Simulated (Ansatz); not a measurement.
Calculated with Ansatz (gas phase, PBE0-D4/def2-TZVP geometries, no zero-point term in ΔE). CBS: MP2 limit from def2 TZ/QZ plus the TZ coupled-cluster correction, frozen cores. Functionals use def2-TZVPP. For Ge outer-core shells are correlated without core-valence functions, which leaves a few kJ/mol of doubt a bond. Scalar relativity is left out up to krypton. One conformer a species, not always the lowest.

Consider the ligand exchange at a B–C bond: `BC1(B)C[SiH2]1` + `O[CH2][GeH3]` → `BO[CH2][GeH3]` + `BC1C[SiH2]1`.

```csv
level,ΔE (kcal/mol),difference from CCSD(T)/CBS
r2SCAN-D4,-26.2,-1.4
PBE0-D4,-25.0,-0.2
ωB97X-V,-25.3,-0.5
B2PLYP,-26.8,-2.0
PBE,-26.7,-1.9
HF/def2-TZVPP,-25.3,-0.5
SCS-MP2/def2-TZVPP,-25.2,-0.4
HF/def2-QZVPP,-25.3,-0.5
MP2/def2-QZVPP,-24.2,0.6
MP2/CBS(def2),-23.9,0.9
CCSD(T)/CBS,-24.8,0
```

Largest T1 diagnostic among the species: 0.013.

The D4 term adds +1.0 kcal/mol with B3LYP and +0.5 kcal/mol with PBE0; it sums over pairs of atoms, weighted by their polarisabilities, and B3LYP, whose exchange is more repulsive, gets the larger term. From PBE to PBE0 (25 % exact exchange), in def2-TZVPP and without D4, ΔE moves by +1.2 kcal/mol.

B3LYP here is the variant with VWN-RPA as its local correlation; programs differ in this.
